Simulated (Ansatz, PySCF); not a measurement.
Noncovalent pair: ethylamine (SMILES CCN) (first 10 atoms) with NH3 (SMILES N); geometry from B3LYP-D3(BJ)/def2-TZVP, rigid monomers moved along the line of their centres of mass till N3···H14 is 1.99 Å.
(charge 0, multiplicity 1):
```xyz
14

C      1.341     0.268     0.357
C     -0.112     0.677     0.176
N     -1.009    -0.373     0.679
H      2.009     1.048    -0.013
H      1.559     0.094     1.411
H      1.560    -0.647    -0.201
H     -0.298     0.924    -0.879
H     -0.309     1.582     0.755
H     -1.980    -0.117     0.537
H     -0.855    -1.239     0.174
N      0.022    -0.150     3.480
H      0.294    -1.042     3.878
H     -0.667     0.255     4.103
H     -0.436    -0.338     2.588
```

Counterpoise-corrected where a basis set is named; no monomer relaxation. Rows marked so take none.

Rows in 3-21G carry no dispersion term and start afresh at each structure.

Programs: Ansatz (a quantum-chemistry and plane-wave program) with Gaussian orbitals; PySCF for 3-21G rows, the dispersion terms. Each number belongs to the level named beside it.

Problem. What is the computed interaction energy (PBE0-D3(BJ)/def2-TZVPPD)?

Solution. -169 meV

Problem. What interaction energy does HF/3-21G (no counterpoise) give?

Solution. -283 meV

Problem. What is the computed interaction energy (B3LYP-D4/def2-TZVPPD)?

Solution. -151 meV
